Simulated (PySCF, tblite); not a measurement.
Isomers of C5H11NSi. Computed values, GFN2-xTB/tblite, gas phase, harmonic and unscaled. The method is semi-empirical: single wavenumbers can be off by several per cent or more. Modes of hydrogen on silicon can be 10 to 20 % off. One conformer each.

Electronic energies: PBE0/pcSseg-1 single points on the GFN2-xTB geometries (PySCF, gas phase).

```json
{"SMILES": "C#CC[C@@H](C)N[SiH3]", "electronic energy, lowest = 0 (kcal/mol)": "18.5"}
{"SMILES": "CC1=C[C@@H]([SiH3])NC1", "electronic energy, lowest = 0 (kcal/mol)": "1.7"}
{"SMILES": "C=N[SiH2]CC(=C)C", "electronic energy, lowest = 0 (kcal/mol)": "0.0"}
```

Problem. How do GFN2-xTB zero-point energies change the relative energies?

Solution. 
```csv
SMILES,ZPE (kcal/mol),of it from modes above 1550 cm⁻¹,electronic (kcal/mol),"with ZPE, lowest = 0 (kcal/mol)",lowest mode (cm⁻¹),rings
C=N[SiH2]CC(=C)C,89.4,50.1,0.0,0.0,22,0
CC1=C[C@@H]([SiH3])NC1,90.3,46.8,1.7,2.6,89,1
C#CC[C@@H](C)N[SiH3],88.8,48.3,18.5,17.9,59,0
```

The zero-point energies span 1.5 kcal/mol, from `C#CC[C@@H](C)N[SiH3]` to `CC1=C[C@@H]([SiH3])NC1`. The order is unchanged.

Problem. And how do the electronic energies of GFN2-xTB itself compare?

Solution. `C=N[SiH2]CC(=C)C` 11.5; `CC1=C[C@@H]([SiH3])NC1` 0.0; `C#CC[C@@H](C)N[SiH3]` 9.0 kcal/mol, lowest = 0. Against the energies above, taken from the same isomer `C=N[SiH2]CC(=C)C`, the largest difference is 21.0 kcal/mol.
